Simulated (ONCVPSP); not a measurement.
An all-electron radial function and its pseudo partner (N (Z = 7))

Columns: radius, all-electron u(r) and pseudo u(r) of the 2p shell (level -20.69 eV) of nitrogen in the configuration [He] 2s2 2p2; PBE, scalar-relativistic, ONCV scheme, ONCVPSP 4.0.1.

```json
{"r (bohr)": "0.090", "all-electron": "0.0686", "pseudo": "0.0252"}
{"r (bohr)": "0.180", "all-electron": "0.2067", "pseudo": "0.0976"}
{"r (bohr)": "0.270", "all-electron": "0.3570", "pseudo": "0.2076"}
{"r (bohr)": "0.360", "all-electron": "0.4943", "pseudo": "0.3417"}
{"r (bohr)": "0.450", "all-electron": "0.6089", "pseudo": "0.4841"}
{"r (bohr)": "0.540", "all-electron": "0.6989", "pseudo": "0.6196"}
{"r (bohr)": "0.630", "all-electron": "0.7659", "pseudo": "0.7355"}
{"r (bohr)": "0.720", "all-electron": "0.8112", "pseudo": "0.8233"}
{"r (bohr)": "0.810", "all-electron": "0.8373", "pseudo": "0.8796"}
{"r (bohr)": "0.900", "all-electron": "0.8471", "pseudo": "0.9050"}
{"r (bohr)": "0.990", "all-electron": "0.8435", "pseudo": "0.9038"}
{"r (bohr)": "1.080", "all-electron": "0.8295", "pseudo": "0.8824"}
{"r (bohr)": "1.170", "all-electron": "0.8073", "pseudo": "0.8477"}
{"r (bohr)": "1.260", "all-electron": "0.7791", "pseudo": "0.8060"}
{"r (bohr)": "1.350", "all-electron": "0.7467", "pseudo": "0.7619"}
{"r (bohr)": "1.440", "all-electron": "0.7114", "pseudo": "0.7185"}
{"r (bohr)": "1.530", "all-electron": "0.6744", "pseudo": "0.6768"}
{"r (bohr)": "1.620", "all-electron": "0.6366", "pseudo": "0.6371"}
{"r (bohr)": "1.710", "all-electron": "0.5986", "pseudo": "0.5986"}
{"r (bohr)": "1.800", "all-electron": "0.5612", "pseudo": "0.5612"}
{"r (bohr)": "1.890", "all-electron": "0.5246", "pseudo": "0.5246"}
{"r (bohr)": "1.980", "all-electron": "0.4892", "pseudo": "0.4892"}
{"r (bohr)": "2.070", "all-electron": "0.4553", "pseudo": "0.4553"}
{"r (bohr)": "2.160", "all-electron": "0.4229", "pseudo": "0.4229"}
{"r (bohr)": "2.250", "all-electron": "0.3922", "pseudo": "0.3922"}
{"r (bohr)": "2.340", "all-electron": "0.3632", "pseudo": "0.3632"}
```

**Question.** How many radial nodes do the two functions have?

**Answer.** The all-electron 2p function has n − l − 1 = 0; the pseudo-wave has 0.

**Question.** At about which radius was the pseudo-wave matched?

**Answer.** 1.80 bohr. The columns agree to 0.0005 from 1.62 bohr on; several derivatives are matched, so the curves merge somewhat inside the radius.

**Question.** Is the pseudo-wave norm-conserving?

**Answer.** Yes: the ONCV scheme keeps the norm inside the radius equal to the all-electron one, which fixes the energy derivative of the logarithmic derivative at the level.
